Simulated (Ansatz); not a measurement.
A search over several starts for the lowest SCF solution of the cluster GaP2⁻ at the given spin, in a small basis.

```yaml
crystal:
  periodic: [false, false, false]
  atoms:
    - {symbol: Ga, position_ang: [0.317246, -0.902320, 1.129597]}
    - {symbol: P, position_ang: [0.816124, 0.763773, -0.588842]}
    - {symbol: P, position_ang: [-1.133370, 0.138547, -0.540755]}
basis:
  gaussian: {orbitals: def2-SVP, initial_orbitals: start.molden}
total_charge: -1
hamiltonian: {xc: pbe0, dispersion: d4}
output: {orbitals: {seedname: orbitals}}
```

The file start.molden holds the orbitals of an earlier run on this structure, at another level or in another basis.

```sh
$ ansatz run in.yaml --threads 4 --pin off --events-out ev --progress --plain --max-ram 3916MiB
```

It prints (some lines left out):

```
Functional definition: PBE0
636 factors; integrals over basis functions are off by at most 1.5e-3 eV
mean field evaluation 1: about -70930.2527 eV, gradient 4.8e0 eV
mean field evaluation 2: about -70930.3403 eV, gradient 9.3e-2 eV
mean field evaluation 4: about -70930.3485 eV, gradient 7.5e-5 eV
mean field evaluation 8: about -70929.4956 eV, gradient 1.8e1 eV
mean field evaluation 16: about -70930.3485 eV, gradient 1.8e-3 eV
mean field -70930.34853497 eV, -2606.6422303433 hartree, gradient 2.0e-5 eV, S^2 0.000000; 1 other end points of the search recorded, 0 dependent functions left out
reference -70930.34855510 eV, -2606.6422310829 hartree; 31, 31 occupied and 37, 37 virtual orbitals, 636 factors
Total energy: -70930.46155263 eV, -2606.6463836655 hartree
```

Hardware: 4 threads of Intel Xeon on a shared host. Wall time 0.7 s.

The highest occupied level of the charge -1 singlet lies above zero (up to 0.06 eV). By energy differences its removal costs 2.00 eV (vertical, to the charge 0 doublet, at CCSD(T)/def2-TZVPPD). The structure comes from a short search, and lower isomers may exist.
